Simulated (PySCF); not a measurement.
CsCl, SMILES [Cl][Cs].

Coordinates come from a B3LYP-D3(BJ)/def2-TZVPD optimisation. The def2 effective core potentials stand for the cores of Cs; spin–orbit coupling is left out.

Two levels are set side by side: TDA-PBE/def2-TZVPD (PySCF) and TDA-CAM-B3LYP/def2-TZVPD (PySCF). Vertical, same geometry. The lowest singlet is HOMO−1→LUMO 100 % with PBE and HOMO−1→LUMO 86 % with the other functional; states are paired by order. Differences are taken from unrounded values.

```json
[
 {"quantity": "lowest singlet excitation (eV)", "TDA-PBE": "3.12"},
 {"quantity": "lowest triplet excitation (TDA) (eV)", "TDA-PBE": "3.09"}
]
```

Task: These are the TDA-PBE values. What does TDA-CAM-B3LYP give? (Estimate from the structure and the level; the computed values follow.)

Result: 
| quantity | TDA-CAM-B3LYP | TDA-PBE minus TDA-CAM-B3LYP |
|---|---|---|
| lowest singlet excitation (eV) | 4.42 | -1.30 |
| lowest triplet excitation (TDA) (eV) | 4.39 | -1.30 |

A lower first singlet is the usual sign of a functional without exact exchange. Differences between two approximate levels are no errors against the true value.

Rough cost on one machine, each run with all the roots and properties that it gave: TDA-CAM-B3LYP against TDA-PBE about 2 times.
